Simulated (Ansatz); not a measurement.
C₃H₈BF (`CCB(C)F`). Charge 0, multiplicity 1.

```xyz
13

C    -1.7720   -0.8495   -0.3446
C    -0.5779   -0.3349    0.4468
B     0.5770    0.3352   -0.3690
C     1.8910    0.9150    0.2501
F     0.4461    0.4255   -1.6976
H    -2.5270   -1.2981    0.3051
H    -2.2523   -0.0444   -0.9051
H    -1.4687   -1.6057   -1.0722
H    -0.1258   -1.1404    1.0432
H    -0.8963    0.3929    1.2073
H     2.0038    1.9694   -0.0250
H     2.7608    0.4022   -0.1756
H     1.9411    0.8329    1.3366
```

Question: List the harmonic frequencies (cm⁻¹, unscaled) at PBE0-D4/def2-TZVP in Ansatz. (Estimate.)

Answer: The calculation gave: 27, 78, 184, 192, 322, 388, 485, 629, 697, 854, 864, 979, 1018, 1049, 1136, 1259, 1289, 1344, 1366, 1412, 1427, 1452, 1456, 1494, 1496, 3015, 3039, 3040, 3052, 3102, 3122, 3124, 3142.

Question: Is this a minimum?

Answer: Yes, all 33 modes are real.

Question: Give the ideal-gas thermochemistry at 298.15 K and 1 bar (rigid rotor, harmonic oscillator; point group Cs, symmetry number 1).

Answer: Zero-point energy 284.3 kJ/mol; H(298) − E = 305.7 kJ/mol; entropy 350.7 J/(mol·K), of which translation 162.5, rotation 108.7, vibration 79.5; G(298) − E = 201.1 kJ/mol. Modes under 100 cm⁻¹ are hindered rotations or soft bends, so the harmonic entropy is rough.
